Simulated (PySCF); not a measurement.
# Stretching BeSi⁺

Set-up: PySCF, no relativity, basis sets Be 6-311G(d,p), Si 6-311G(d,p). Energies in eV from Be + Si⁺ in their ground configurations at the same level. State: ²Π (doublet), unpaired electrons π ↑.

| R (Å) | UHF | r²SCAN |
| --- | --- | --- |
| 1.970 | -0.783 | -1.882 |
| 2.062 | -1.056 | -2.126 |
| 2.154 | -1.211 | -2.259 |
| 2.222 | -1.278 | -2.306 |
| 2.291 | -1.313 | -2.321 |
| 2.360 | -1.326 | -2.311 |
| 2.451 | -1.317 | -2.269 |
| 2.566 | -1.275 | -2.186 |
| 2.703 | -1.197 | -2.062 |
| 2.887 | -1.068 | -1.879 |

**Question.** Put a parabola through the three lowest points of the UHF curve and estimate Re, k and ωe (reduced mass 6.816 u; 1 eV/Å² = 0.16022 mdyn/Å; ωe = 1302.8·√(k/μ) cm⁻¹).

**Answer.** Through R = 2.291, 2.36, 2.451 Å the second-order coefficient is 1.80 eV/Å², so Re ≈ 2.378 Å, k ≈ 0.575 mdyn/Å and ωe ≈ 379 cm⁻¹. A polynomial fit of higher order to the unrounded UHF energies gives Re = 2.374 Å, k = 0.557 mdyn/Å, ωe = 373 cm⁻¹; anharmonicity and rounding make the difference.

The higher-order fit for each curve: UHF: Re = 2.374 Å, ωe = 373 cm⁻¹, De = 1.33 eV; r²SCAN: Re = 2.294 Å, ωe = 455 cm⁻¹, De = 2.32 eV.

⟨S²⟩ of the unrestricted solution departs from its pure value on part of the curve, where spin states mix. For an ion De counts to the pair picked by the measured ionisation energies or electron affinities, which need not be the lowest pair at this level. The state is the lowest determinant that a PBE0 search found; another state may lie lower at other levels.
